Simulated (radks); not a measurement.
Species: the dysprosium ion Dy4+. Configuration: [Kr] 4d10 4f8 5s1 5p6 6s1 (not the ground configuration). All-electron calculation, Dirac Kohn-Sham, BLYP, spin-unpolarised, spherical densities, point nucleus; open shells are shared between the two j in proportion to 2j + 1. Program: a radial shooting solver on a logarithmic mesh with Libxc functionals.

Spin-orbit splittings of the eigenvalues, e(l+1/2) - e(l-1/2), with zeta = 2 splitting/(2l+1) and mean radii in bohr:

2p: occ. 6; splitting (eV) 800.5; zeta (eV) 533.6; <r> j=l-1/2 0.07437; <r> j=l+1/2 0.08143
3p: occ. 6; splitting (eV) 166.2; zeta (eV) 110.8; <r> j=l-1/2 0.2238; <r> j=l+1/2 0.2372
3d: occ. 10; splitting (eV) 36.28; zeta (eV) 14.51; <r> j=l-1/2 0.2097; <r> j=l+1/2 0.2138
4p: occ. 6; splitting (eV) 37.48; zeta (eV) 24.99; <r> j=l-1/2 0.5386; <r> j=l+1/2 0.5686
4d: occ. 10; splitting (eV) 6.847; zeta (eV) 2.739; <r> j=l-1/2 0.5983; <r> j=l+1/2 0.6088
4f: occ. 8; splitting (eV) 1.030; zeta (eV) 0.2944; <r> j=l-1/2 0.7463; <r> j=l+1/2 0.7545
5p: occ. 6; splitting (eV) 5.975; zeta (eV) 3.983; <r> j=l-1/2 1.347; <r> j=l+1/2 1.424
5d: occ. 0; splitting (eV) 0.7128; zeta (eV) 0.2851; <r> j=l-1/2 1.825; <r> j=l+1/2 1.854
6p: occ. 0; splitting (eV) 1.282; zeta (eV) 0.8548; <r> j=l-1/2 3.041; <r> j=l+1/2 3.168
